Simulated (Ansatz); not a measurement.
CH11NSi3, SMILES C[SiH2]N[SiH2][SiH3].

Geometry: PBE0-D3(BJ)/def2-SVP. This is a generated structure with no PubChem entry under its InChIKey; it may be hypothetical. Other conformers were not sampled.

Two levels are set side by side: PBE/def2-SVPD (Ansatz, a program for electronic structure) and CAM-B3LYP/def2-SVPD (Ansatz). Energy differences of separate SCF runs at the same geometry; the states with an electron removed or added have multiplicity 2 and 2. Differences are taken from unrounded values.

```
quantity                           CAM-B3LYP
---------------------------------  ---------
vertical ionisation energy (eV)         8.93
vertical singlet–triplet gap (eV)       5.47
```

Question: What does PBE give, and how far is it from CAM-B3LYP? (The exact figures need the calculation; the answer reports its results.)

Answer: 
```tsv
quantity	PBE	PBE minus CAM-B3LYP
vertical ionisation energy (eV)	8.44	-0.50
vertical singlet–triplet gap (eV)	4.69	-0.78
```
